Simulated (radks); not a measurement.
Dipole-allowed excitations along the series with 18 electrons in [Ar]. Calculated with a radial shooting solver on a logarithmic mesh with Libxc functionals: non-relativistic Kohn-Sham, LB94 model potential, spin-unpolarised, spherical densities, point nucleus. Time-dependent linear response with the Hartree and adiabatic LDA kernel, continuum included through the Sternheimer equations. Lines are the poles of the dipole polarisability below minus the highest occupied eigenvalue, found on a grid refined at the orbital gaps; the lowest seven at most are given, and weak or close lines can be missed. The first line takes the name of the lowest orbital gap if no other gap lies below it; otherwise a line is named after a gap within 0.6 % of it, if that gap stands alone.

species	-e(HOMO) (eV)	lowest orbital gap (eV)	first line (eV)	f	static alpha (bohr^3)
Zn12+	414.77	3p-3d 69.286	90.571 (3p-3d)	2.11	0.2320
Ga13+	468.16	3p-3d 73.260	95.549 (3p-3d)	1.99	0.1963
Ge14+	524.59	3p-3d 77.216	100.49 (3p-3d)	1.88	0.1676
As15+	584.07	3p-3d 81.154	105.41 (3p-3d)	1.79	0.1443
Se16+	646.59	3p-3d 85.078	110.31 (3p-3d)	1.70	0.1251
Br17+	712.16	3p-3d 88.990	115.19 (3p-3d)	1.62	0.1092
